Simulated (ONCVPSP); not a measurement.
**barium: excitation energies, all-electron against ONCV**

* Element: Ba
* Generator: ONCVPSP 4.0.1
* Type: optimised norm-conserving Vanderbilt (ONCV)
* Functional: PBE
* Relativity: scalar-relativistic
* Frozen core: [Kr] 4d10
* Valence charge: 10
* Reference configuration: 5s2 5p6 6s0.5 (charge +1.5)
* Partial waves: 5s+6s: rc 2.95 bohr, ncon 3, nbas 7, qcut 3.3 1/bohr, 2 projectors; 5p: rc 2.30 bohr, ncon 4, nbas 7, qcut 7.4 1/bohr, 2 projectors, debl 1.6 Ha; d scattering state at 0.04 Ha: rc 2.35 bohr, ncon 4, nbas 7, qcut 4.5 1/bohr, 2 projectors, debl 3.2 Ha; f scattering state at 0.03 Ha: rc 2.30 bohr, ncon 4, nbas 7, qcut 4.7 1/bohr, local
* Local potential: the f channel
* Core correction: none

In the d channel the program set the typed energies aside and used 0.050, 3.250 Ha. In the f channel the program set the typed energies aside and used -0.256 Ha.

Energies are relative to the spin-unpolarised reference configuration 5s2 5p6 6s0.5; without spin polarisation the order of configurations can differ from experiment.

```tsv
valence configuration	charge	ΔE all-electron (eV)	error AE − PS (meV)
5s2 5p6 6s2	0	-9.742	-0.2
5s2 5p6 6s0	+2	5.601	-0.8
```

(1) What are ΔE and the potential's error for 5s2 5p6 6s1.5?

(2) What are ΔE and the potential's error for 5s2 5p6 6s1?

Levels in the configuration 5s2 5p6 6s0:

```json
{"level": "5s", "all-electron (eV)": "-45.982", "pseudo (eV)": "-46.004"}
{"level": "5p", "all-electron (eV)": "-30.907", "pseudo (eV)": "-30.909"}
```

Note: ghosts flagged at negative energy: s at -198.2 eV, p at -42.7 eV; GHOST(+) flagged for d at 80.4 eV. A true bound ghost makes a file unfit for plane-wave use.

Results:

(1) ΔE = -7.606 eV all-electron; the error (AE − PS) is 0.0 meV.

(2) ΔE = -4.380 eV all-electron; the error (AE − PS) is +0.2 meV.
